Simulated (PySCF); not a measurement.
Species: C7H10P (charge -1).
Atom-mapped SMILES: `[CH3:1][CH2:2][c:3]1[cH:4][p-:5][cH:6][c:7]1[CH3:8]`

Structure used (GFN2-xTB), in Å, numbered top down from 1:
```xyz
18
C7H10P angstrom
C      2.0328   -0.6023    0.6765
C      1.1799   -0.6291   -0.5953
C      0.1150    0.4302   -0.5718
C      0.2981    1.6994   -1.0846
P     -1.0911    2.7323   -0.8871
C     -1.9200    1.4188   -0.0939
C     -1.1619    0.2698    0.0003
C     -1.6565   -1.0013    0.6287
H      1.4082   -0.7720    1.5513
H      2.8122   -1.3681    0.6523
H      2.5032    0.3735    0.7834
H      0.7247   -1.6205   -0.6988
H      1.8357   -0.4715   -1.4592
H      1.2063    2.0326   -1.5709
H     -2.9316    1.5133    0.2801
H     -2.6884   -0.8819    0.9608
H     -1.6233   -1.8350   -0.0803
H     -1.0521   -1.2818    1.4969
```

NICS is the negative of the GIAO shielding at a point without a nucleus: at the ring centre (0) and 1 Å above and below it (1); zz is the component along the ring normal. Level: GIAO PBE0/pcSseg-1 (PySCF, non-relativistic, gas phase) on the GFN2-xTB geometry, one conformer.

Ring bond lengths (Å), with Mayer bond orders in brackets: C3–C4 1.381 (1.49), C4–P5 1.742 (1.28), P5–C6 1.744 (1.28), C6–C7 1.380 (1.51), C7–C3 1.408 (1.32).

Give the NICS values of each ring in ppm.

```
          ring                                               type  NICS(0)  NICS(1), two faces  NICS(1)zz, two faces  rms pucker (Å)  centre to ring atoms, mean (Å)
C3–C4–P5–C6–C7  5-membered ring with P; formal bonds all aromatic    -12.5       -11.0 / -11.2         -28.0 / -29.0            0.00                            1.30
```

What do they say, and how far can they be read as aromaticity?

- C3–C4–P5–C6–C7: mean NICS(1)zz -28.5 ppm, shielded.

And the bond-length index? HOMA = 1 − mean of α(R − Ropt)² over the ring bonds, with Krygowski's 1993 parameters (CC: Ropt 1.388 Å, α 257.7 Å⁻²; CP: Ropt 1.698 Å, α 118.91 Å⁻²).

- C3–C4–P5–C6–C7: HOMA 0.88; the largest term is that of P5–C6, α(R − Ropt)² = 0.25.

What is the mean of the two in-plane components of NICS at the first NICS(1) probe listed for ring C3–C4–P5–C6–C7, 1 Å off the ring?

The isotropic value is a third of the trace: (3 × -11.0 − (-28.0))/2 = -2.5 ppm.

Give the inner angles of the rings and the Hirshfeld charges of the ring atoms.

- C3–C4–P5–C6–C7: C3 112.1° (-0.070 e), C4 113.4° (-0.203 e), P5 89.1° (-0.245 e), C6 113.4° (-0.206 e), C7 112.1° (-0.070 e); sum 540.0° against 540° for a flat convex ring.

How shielded are the nuclei of the rings and their hydrogens (means over atoms taken as equivalent)?

```json
{"atoms": "C3", "environment": "substituted aromatic carbon", "σ isotropic (ppm)": "56.9", "principal values of the symmetric part, first atom (ppm)": "-14.3, 37.7, 147.4"}
{"atoms": "C4", "environment": "aromatic CH carbon", "σ isotropic (ppm)": "54.6", "principal values of the symmetric part, first atom (ppm)": "-55.9, 77.8, 141.9"}
{"atoms": "P5", "environment": "phosphorus bonded to 2 C", "σ isotropic (ppm)": "255.8", "principal values of the symmetric part, first atom (ppm)": "149.1, 170.5, 447.9"}
{"atoms": "C6", "environment": "aromatic CH carbon", "σ isotropic (ppm)": "53.2", "principal values of the symmetric part, first atom (ppm)": "-57.1, 81.0, 135.8"}
{"atoms": "C7", "environment": "substituted aromatic carbon", "σ isotropic (ppm)": "67.5", "principal values of the symmetric part, first atom (ppm)": "-10.0, 63.1, 149.3"}
{"atoms": "H14", "environment": "aromatic hydrogen", "σ isotropic (ppm)": "25.09", "principal values of the symmetric part, first atom (ppm)": "23.0, 24.3, 27.9"}
{"atoms": "H15", "environment": "aromatic hydrogen", "σ isotropic (ppm)": "25.18", "principal values of the symmetric part, first atom (ppm)": "23.5, 24.3, 27.7"}
```
